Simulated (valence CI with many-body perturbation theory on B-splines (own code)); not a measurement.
## E1 line list for I XXI

Computed by configuration interaction combined with many-body perturbation theory (CI+MBPT): five valence electrons over a frozen Dirac-Fock core [Ar] 3d10, radial functions for each j: 11 s, 11 p, 10 d, 8 f, 5 g, 2 h, with the one-electron correlation potential Σ1, the two-electron term Σ2, the three-electron term Σ3, Breit, model QED; selected CI, second order for the rest, scaled by the run's own slope (own B-spline code, finite nucleus).

No measured spectrum was set against this ion. As an estimate, levels hold to about 250 cm⁻¹ or 0.2 % of their energy and the worst to 1 %, as in measured heavy ions of charge 2 to 7; those with d or f electrons hold less well. Among the levels kept, up to 2100 cm⁻¹ of a level comes from second order outside the variational space, and about a tenth of that is noise between levels of different J, which matters for small intervals.

Lines 101 to 150 of 557 in falling wavelength, among levels below 1684400 cm⁻¹, chosen from the strongest by gf and those to the six lowest levels. Wavelengths and rates use the calculated energies, so an error of 1000 cm⁻¹ moves a line at 173.1 Å by 0.17 % and its rate by three times that or more. Electric multipoles are in the length gauge, E1 and E2 with the static RPA response of the core. Weak lines are less certain than strong ones. Lines between different terms over intervals too small for the method are left out, as are lines whose strength nearly cancels. Where a level lies close to another of its J and parity, the split of strength between their lines is uncertain. The highest levels of a list are the least certain.

Names give the largest LS component (configuration and term), which can be under half, so a name can repeat, a term be missing and a line seem to break the LS rules; names also repeat where a configuration has a term twice. Letters in brackets count levels of one name in rising energy.

```csv
λ vac (Å),Upper,Lower,A (s⁻¹),log gf,Branch %
173.1,4s 4p3 4d 2D°_3/2 [b],4s2 4p2 4d 2F_5/2,4.16e+10,-0.13,33.5
172.5,4s2 4p 4d2 4G°_9/2 [a],4s2 4p2 4d 2G_9/2,7.19e+09,-0.49,12.1
172.4,4s2 4p2 4d 4F_5/2,4s2 4p3 2D°_5/2,6.99e+08,-1.73,2.5
172.3,4s 4p4 2P_1/2 [a],4s2 4p3 2D°_3/2,3.22e+10,-0.54,53.1
172.2,4s 4p3 4d 2F°_7/2 [a],4s2 4p2 4d 4D_7/2,6.35e+09,-0.65,5.2
172.1,4s 4p3 4d 2F°_7/2 [b],4s2 4p2 4d 4F_9/2,9.76e+09,-0.46,10.3
171.3,4s2 4p 4d2 4D°_3/2 [b],4s2 4p2 4d 2D_5/2 [b],1.01e+10,-0.75,3.1
171.3,4s2 4p 4d2 4P°_1/2,4s2 4p2 4d 2D_3/2 [b],2.70e+10,-0.62,8.2
171.2,4s 4p3 4d 2F°_5/2 [a],4s2 4p2 4d 4F_7/2,9.96e+09,-0.58,6.5
169.9,4s2 4p 4d2 4G°_5/2 [b],4s2 4p2 4d 2D_5/2 [a],6.60e+09,-0.77,2.9
169.9,4s 4p3 4d 2F°_5/2 [c],4s2 4p2 4d 2G_7/2,2.48e+10,-0.19,20.5
169.6,4s 4p3 4d 4D°_7/2 [d],4s2 4p2 4d 4F_9/2,5.95e+10,0.31,59.4
169.5,4s 4p3 4d 2D°_5/2 [b],4s2 4p2 4d 4F_7/2,1.22e+10,-0.50,12.3
169.3,4p5 2P°_3/2,4s 4p4 4P_5/2,4.93e+09,-1.07,11.2
168.7,4s 4p3 4d 2P°_1/2 [a],4s2 4p2 4d 4D_3/2,2.44e+10,-0.68,7.7
168.4,4s2 4p2 4d 4P_5/2,4s2 4p3 2P°_3/2,1.24e+08,-2.50,0.0
168.3,4s 4p4 2P_3/2,4s2 4p3 2D°_3/2,1.44e+09,-1.61,2.4
166.5,4s2 4p2 4d 4P_3/2,4s2 4p3 2P°_3/2,1.31e+09,-1.66,0.4
166.5,4s 4p3 4d 2F°_7/2 [e],4s2 4p2 4d 2G_9/2,5.95e+10,0.30,56.8
166.4,4s 4p3 4d 4P°_3/2 [a],4s2 4p2 4d 4F_3/2,1.07e+10,-0.75,12.0
166.2,4s2 4p 4d2 2D°_3/2,4s2 4p2 4d 2D_5/2 [b],1.46e+10,-0.62,5.9
166.1,4s2 4p2 4d 4P_1/2,4s2 4p3 2P°_3/2,1.74e+09,-1.84,0.6
166.0,4s 4p3 4d 2P°_1/2 [c],4s2 4p2 4d 2P_1/2 [b],2.05e+10,-0.77,6.3
165.6,4s2 4p2 4d 4F_5/2,4s2 4p3 2D°_3/2,8.32e+07,-2.69,0.3
165.3,4s2 4p2 4d 4D_1/2,4s2 4p3 2P°_1/2,3.33e+09,-1.56,29.0
165.1,4s 4p4 2D_3/2,4s2 4p3 4S°_3/2,1.70e+09,-1.56,8.2
164.7,4s 4p3 4d 2F°_5/2 [d],4s2 4p2 4d 2G_7/2,3.70e+10,-0.04,22.4
164.1,4s2 4p 4d2 4F°_5/2,4s2 4p2 4d 2F_7/2 [b],1.72e+10,-0.38,5.0
163.5,4s 4p3 4d 4D°_7/2 [d],4s2 4p2 4d 4D_7/2,6.68e+09,-0.67,6.7
162.1,4s2 4p2 4d 4D_3/2,4s2 4p3 2P°_1/2,3.24e+09,-1.29,5.2
161.7,4s 4p3 4d 4D°_7/2 [d],4s2 4p2 4d 4F_7/2,5.69e+09,-0.75,5.7
161.4,4s 4p3 4d 4D°_5/2 [c],4s2 4p2 4d 4F_7/2,9.02e+09,-0.67,3.8
161.4,4s 4p3 4d 2D°_3/2 [d],4s2 4p2 4d 4D_5/2,1.95e+10,-0.52,12.6
160.2,4s2 4p 4d2 2F°_7/2 [c],4s2 4p2 4d 2D_5/2 [d],9.59e+09,-0.53,5.9
160.0,4s2 4p2 4f 2D°_5/2 [b],4s2 4p2 4d 2F_7/2 [b],2.54e+10,-0.23,6.4
159.9,4s2 4p2 4d 2D_3/2 [a],4s2 4p3 2P°_3/2,4.71e+08,-2.14,0.5
159.6,4s 4p3 4d 2D°_5/2 [e],4s2 4p2 4d 2F_7/2 [a],2.52e+10,-0.24,22.9
159.4,4s2 4p 4d2 2F°_7/2 [a],4s2 4p2 4d 2D_5/2 [a],1.23e+10,-0.43,12.9
159.1,4s 4p3 4d 6D°_5/2,4s 4p4 4P_5/2,3.08e+09,-1.15,59.0
158.8,4s 4p3 4d 6D°_3/2,4s 4p4 4P_5/2,5.30e+09,-1.10,62.8
158.7,4s2 4p2 4d 2F_5/2,4s2 4p3 2D°_5/2,1.10e+09,-1.60,37.6
158.4,4s2 4p 4d2 4G°_7/2 [b],4s2 4p2 4d 2G_7/2,9.51e+09,-0.54,9.3
158.1,4s 4p3 4d 6D°_7/2,4s 4p4 4P_5/2,9.40e+08,-1.55,34.4
157.5,4s 4p4 2D_5/2,4s2 4p3 4S°_3/2,2.60e+08,-2.24,1.5
156.2,4s2 4p2 4d 2D_5/2 [a],4s2 4p3 2P°_3/2,1.41e+09,-1.51,0.4
154.9,4s2 4p2 4d 4F_7/2,4s2 4p3 2D°_5/2,7.66e+08,-1.66,100.0
154.6,4s2 4p 4d2 4G°_5/2 [a],4s2 4p2 4d 4F_7/2,1.13e+10,-0.61,12.8
154.1,4s2 4p2 4d 4D_3/2,4s2 4p3 2D°_5/2,3.33e+10,-0.32,53.9
154.0,4s2 4p2 4d 2P_1/2 [a],4s2 4p3 2P°_3/2,1.62e+10,-0.94,5.9
153.7,4s 4p3 4d 4D°_3/2 [c],4s2 4p2 4d 2F_5/2,1.49e+10,-0.68,5.2
```

Question: How does gf follow from A for the line at 154.9 Å?

Answer: gf = 1.4992 × (2J+1)_upper × A / σ², with σ = 645717 cm⁻¹ and 2J+1 = 8: gf = 0.0220.
